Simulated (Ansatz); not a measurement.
BiI$_{2}$, charge +1, singlet, geometry from GFN2-xTB (such geometries of metal compounds can be far from the true shape) (core potentials on Bi, I). Base run: BLYP/def2-SV(P) (Ansatz, a quantum-chemistry and plane-wave program).

Input for Ansatz:
Ansatz 0.2 input:
```yaml
crystal:
  periodic: [false, false, false]
  atoms:
    - {symbol: Bi, position_ang: [0.86767310, 0.43113642, 0.27718616]}
    - {symbol: I, position_ang: [-1.00884033, 1.16616633, -1.52475723]}
    - {symbol: I, position_ang: [-0.34996849, -1.84134224, 1.09067324]}
basis:
  gaussian:
    orbitals: def2-SV_P_.json
hamiltonian:
  xc: blyp
total_charge: 1
```
The basis file holds def2-SV(P) in the JSON format of the Basis Set Exchange.

Variants of this job, named by their change:

```tsv
change	E (Eh)
base	-809.70749
functional = pbe0; dispersion = d3bjatm	-809.86592
functional = B97M-V	-809.80326
functional = BHLYP	-809.61197
functional = SVWN5	-808.75323
functional = revpbe	-810.00221
functional = b3lyp5	-809.82297
functional = pbe; dispersion = d4	-809.85266
functional = hf	-806.66716
functional = cam_b3lyp	-809.79729
functional = hse06	-809.85806
functional = r2scan	-810.16624
functional = wB97X-V	-809.76422
```

Totals shift with the method and basis; they matter in differences.
